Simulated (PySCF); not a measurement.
System: C4H3O2 (charge 0, doublet). It need not be the lowest isomer of its formula. SMILES: Oc1oc[c]c1
Structure (B3LYP-D3(BJ)/def2-TZVP (Ansatz) minimum search):
```
C
O 1 1.3391
H 2 0.9661 1 109.08
O 1 1.3518 2 116.73 3 0.00
C 1 1.3604 2 130.73 3 180.00
H 5 1.0742 1 127.32 2 0.00
C 4 1.4013 1 106.85 2 180.00
C 7 1.3393 4 106.58 1 0.00
H 7 1.0721 8 137.11 5 180.00
```
Charge 0, spin multiplicity 2.

Dispersion corrections to the total energy (kcal/mol) from the dftd3 and dftd4 libraries through PySCF: D3(BJ) without and D4 with the three-body term, each with the damping fitted for the functional named.

| functional | D3(BJ) | D4 |
|---|---|---|
| TPSS | -5.27 | -6.03 |
| PBE0 | -3.58 | (withheld) |
| B2GP-PLYP | -2.50 | -1.82 |
| revPBE | -11.05 | -15.73 |
| BP86 | -6.51 | -5.76 |
| B2PLYP | -3.32 | (withheld) |
| TPSSh | (withheld) | -5.45 |

Some entries are withheld; supply them.


- PBE0, D4: -3.68
- B2PLYP, D4: -3.08
- TPSSh, D3(BJ): -4.80
